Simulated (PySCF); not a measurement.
SiOF2, SMILES [Si](F)(=O)F. Geometry: B3LYP-D3(BJ)/def2-TZVP.

Computed equilibrium geometry at B3LYP-D3(BJ)/def2-TZVP (PySCF confirms it by a frequency run) as a Z-matrix, and its point group:
point group C2v.
```
Si
O 1 1.5046
F 1 1.5705 2 127.64
F 1 1.5705 2 127.64 3 180.00
```
Charge 0, spin multiplicity 1.
